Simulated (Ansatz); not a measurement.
Born–Oppenheimer molecular dynamics of ClF2GeH (5 atoms, charge 0, multiplicity 1). It goes on from the last frame of an earlier run, with new velocities.

Level of theory: RKS PBE-D4/def2-SVP (Ansatz 0.2.0).

* ensemble: NVE (velocity Verlet)
* time step: 0.5 fs
* steps asked: 100
* starting velocities drawn for: 700 K
* seed: 464653

First frame:

```xyz
5
Properties=species:S:1:pos:R:3
Ge 0.026 -0.007 -0.041
F -0.026 -0.243 1.715
H 1.502 0.082 -0.452
F -0.831 1.383 -0.713
Cl -1.031 -1.727 -0.636
```

(1) How far do the bonds stretch over the last three quarters of this one trajectory? (Pairs bonded in most of those frames.)

Answers

(1) 
```
   bond  mean (Å)  spread (Å)  shortest  longest
 Ge1–F2     1.737       0.027      1.70     1.78
 Ge1–H3     1.550       0.086      1.43     1.68
 Ge1–F4     1.738       0.015      1.72     1.77
Ge1–Cl5     2.187       0.030      2.12     2.22
```

Mean temperature of the second half: 645 K. The conserved energy stayed within 0.32 meV per atom of its start (net change 0.18 meV per atom), so the integration is sound. A run of 0.05 ps of so small a system gives no equilibrium averages.

Run time: 98 s on 2 threads of Arm Neoverse V2, on a shared host, peak memory 0.12 GiB.
